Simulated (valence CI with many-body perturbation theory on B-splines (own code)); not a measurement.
**Hyperfine factors and g values of Bi78+**

Computed by configuration interaction combined with many-body perturbation theory (CI+MBPT): three valence electrons over a frozen Dirac-Fock core [He], radial functions for each j: 11 s, 11 p, 10 d, 8 f, 5 g, 2 h, with the one-electron correlation potential Σ1 (screened to all orders), the two-electron term Σ2, the three-electron term Σ3, Breit, model QED; selected single and double excitations, second order for the rest, scaled by the run's own slope (own B-spline code, finite nucleus).

The last digits are not significant, and no measured levels were compared; by estimate large intervals hold to a few tenths of a per cent, small ones and those within an open d or f shell to about a per cent.

A/g_I is the dipole constant over the nuclear g factor μ/I (μ in nuclear magnetons, uniformly magnetised nucleus), B/Q the quadrupole constant per barn. Both hold the static response of the core; the bare values leave it out. Large factors of s and p1/2 electrons are usually good to 5 to 10 %; those of open d and f shells near neutrality can be off by tens of per cent, and small factors of p3/2, d and f electrons come from cancelling terms and can be off by a factor of two or in sign, in half-filled shells by more. B is blank for J = 1/2, where it vanishes, and for nearly pure S terms. Energies count from the lowest level.

Levels are named by their leading jj configuration (3d3/2^4 stands for four electrons in 3d with j = 3/2), which in mixed levels can hold well under half, so a name can repeat and another be missing. Letters in brackets count levels of one name in rising energy.

```tsv
Level	E (Ry)	g	A/g_I (MHz)	A/g_I bare	B/Q (MHz/b)	B/Q bare
(2s^2 2p1/2) J=1/2	0.0	0.600	1.36e+07	1.36e+07		
(2s 2p1/2^2) J=1/2	24.5	1.987	4.04e+07	4.00e+07		
(2s^2 2p3/2) J=3/2	183.1	1.287	1250000	1270000	2520000	2530000
(2s 2p1/2 2p3/2) J=3/2 [a]	200.5	1.603	9340000	9280000	1980000	1980000
(2s 2p1/2 2p3/2) J=5/2	203.7	1.288	1.16e+07	1.15e+07	2280000	2280000
(2s 2p1/2 2p3/2) J=1/2	210.1	1.275	-1.59e+07	-1.57e+07		
(2s 2p1/2 2p3/2) J=3/2 [b]	210.2	0.966	-14100	50800	1210000	1210000
(2p1/2^2 2p3/2) J=3/2	235.4	1.296	1170000	1220000	2460000	2460000
(2s 2p3/2^2) J=5/2	385.0	1.409	9130000	9080000	232000	232000
(2s 2p3/2^2) J=1/2	394.4	1.913	4.07e+07	4.03e+07		
(2s 2p3/2^2) J=3/2	394.4	1.157	-6670000	-6540000	-185000	-185000
(2p1/2 2p3/2^2) J=3/2	414.2	1.424	-1310000	-1230000	92300	92400
(2p1/2 2p3/2^2) J=5/2	415.8	1.150	3680000	3710000	-6460	-6470
(2p1/2 2p3/2^2) J=1/2	420.9	0.600	1.37e+07	1.36e+07		
(2p3/2^3) J=3/2	601.0	1.279	1200000	1250000	-2550000	-2560000
(2s^2 3s) J=1/2	1027.0	1.975	1.20e+07	1.19e+07		
(2s^2 3p1/2) J=1/2	1035.0	0.649	4150000	4130000		
(2s 2p1/2 3s) J=1/2 [a]	1043.5	2.344	2.34e+07	2.31e+07		
(2s 2p1/2 3s) J=3/2	1045.8	1.512	2.21e+07	2.19e+07	-141000	-141000
(2s 2p1/2 3s) J=1/2 [b]	1048.6	0.668	2.08e+07	2.07e+07		
(2s 2p1/2 3p1/2) J=1/2 [a]	1050.2	0.250	-2160000	-2090000		
(2s 2p1/2 3p1/2) J=3/2	1052.5	1.067	1.96e+07	1.94e+07	-137000	-137000
(2s 2p1/2 3p1/2) J=1/2 [b]	1056.7	1.885	4.11e+07	4.08e+07		
(2p1/2^2 3s) J=1/2	1072.6	1.976	1.16e+07	1.15e+07		
(2p1/2^2 3p1/2) J=1/2	1078.8	0.638	4160000	4150000		
(2s^2 3p3/2) J=3/2	1089.0	1.314	391000	400000	791000	792000
(2s^2 3d3/2) J=3/2	1093.9	0.780	242000	242000	152000	153000
(2s 2p1/2 3p3/2) J=3/2 [a]	1105.4	1.380	1760000	1750000	780000	780000
(2s 2p1/2 3p3/2) J=5/2 [a]	1107.1	1.240	5610000	5570000	430000	431000
(2s 2p1/2 3p3/2) J=3/2 [b]	1108.4	1.235	6160000	6120000	270000	270000
(2s 2p1/2 3p3/2) J=1/2	1108.6	1.335	-1.74e+07	-1.72e+07		
(2s 2p1/2 3p3/2) J=5/2 [b]	1108.8	1.242	5620000	5570000	393000	394000
(2s 2p1/2 3d3/2) J=3/2 [a]	1109.3	0.574	-3330000	-3280000	151000	152000
(2s 2p1/2 3d3/2) J=5/2	1111.9	0.987	1.10e+07	1.09e+07	20800	21600
(2s 2p1/2 3d3/2) J=3/2 [b]	1113.3	1.130	1.09e+07	1.08e+07	133000	133000
(2s 2p1/2 3d3/2) J=1/2	1113.6	0.442	-1.78e+07	-1.76e+07		
(2s 2p1/2 3d5/2) J=5/2 [a]	1124.0	1.291	2440000	2410000	168000	169000
(2s 2p1/2 3d5/2) J=7/2	1126.5	1.210	7860000	7790000	19600	20500
(2s 2p1/2 3d5/2) J=5/2 [b]	1127.4	1.075	899000	901000	248000	249000
(2s 2p1/2 3d5/2) J=3/2	1127.4	1.131	-1.03e+07	-1.02e+07	102000	102000
```

Question: Take the isotope of mass number 207, with I = 9/2, μ = 4.0729 μN, leaving out the quadrupole term. What is the hyperfine structure of (2s 2p1/2^2) J=1/2?

Answer: From the table A = 3.65e+07 MHz. Shifts from the centre of gravity in MHz: F = 4: -1.00e+08, F = 5: 8.21e+07.
